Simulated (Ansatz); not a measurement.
Two isomers of FGeH5OSi: A = `[F][GeH2][O][SiH3]`, B = `[OH][GeH]([F])[SiH3]`.

Program: Ansatz. Geometries: PBE0-D4/def2-TZVP. ΔE: electronic, gas phase. CBS: MP2 limit from def2 TZ/QZ plus the TZ coupled-cluster correction, frozen cores. DFT in def2-TZVPP. For Ge outer-core shells are correlated without core-valence functions, which leaves a few kJ/mol of doubt a bond. Scalar relativity is left out up to krypton. One conformer a species, not always the lowest.

Which isomer does CCSD(T)/CBS put lower? Give the gap. (Estimate.)

Ansatz gave: A, by 85.2 kJ/mol.

Give E(B) − E(A) in kJ/mol with BLYP-D4, MP2/def2-TZVPP, CCSD(T)/def2-SVP, CCSD(T)/def2-TZVPP, PBE-D4, LDA (SPW92), HF/def2-TZVPP. (An estimate is asked.)

Computed: BLYP-D4 74.6, MP2/def2-TZVPP 93.1, CCSD(T)/def2-SVP 88.0, CCSD(T)/def2-TZVPP 87.3, PBE-D4 59.7, LDA (SPW92) 63.3, HF/def2-TZVPP 112.0. None reverses the order clearly.

Does the order hold for the free energy at 298.15 K (harmonic terms from PBE0-D4)? (Estimate.)

Computed: Yes: G(B) − G(A) = +90.0 kJ/mol, for one conformer each. Modes under 60 cm⁻¹, often nearly free rotors, make the harmonic entropy too high.

Largest T1 diagnostic: 0.013.

Leaving LDA and LC-ωPBE aside and taking each functional with its dispersion term where it has one, the values, not all of them listed here, spread over 34.6 kJ/mol, from PBE-D4 to BHLYP-D4. LDA lies +3.7 kJ/mol from PBE without D4. From PBE to PBE0 (25 % exact exchange), in def2-TZVPP and without D4, E(B) − E(A) moves by +10.0 kJ/mol.
